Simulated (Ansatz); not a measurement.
Total energies of GeBr2H2 (GeH2Br2) from Ansatz at PBE0-D4/def2-TZVP, gas phase (1 Eh = 27.2114 eV = 2625.5 kJ/mol). The reference geometry is relaxed at B3LYP-D4/def2-SVP.

| state | geometry | energy (Eh) |
| --- | --- | --- |
| charge 0 singlet | reference | -7225.74618 |
| charge 1 doublet | reference | -7225.35992 |
| free Ge atom (triplet) | – | -2076.65516 |
| free Br atom (doublet) | – | -2573.81189 |
| free H atom (doublet) | – | -0.50104 |

Q: Work out the vertical ionisation energy to the doublet.

A: E(charge 1 doublet) − E(charge 0 singlet) = -7225.35992 − (-7225.74618) = 0.38626 Eh = 10.51 eV. For comparison, −ε of the highest occupied level is 8.52 eV at this level, 1.99 eV less.

Q: What is the binding energy per atom against free atoms?

A: Atoms: 1 × (-2076.65516) + 2 × (-2573.81189) + 2 × (-0.50104) = -7225.28102 Eh. Binding: -7225.28102 − (-7225.74618) = 0.46516 Eh = 12.66 eV, or 2.53 eV for each of 5 atoms (no zero-point energy, no counterpoise term).
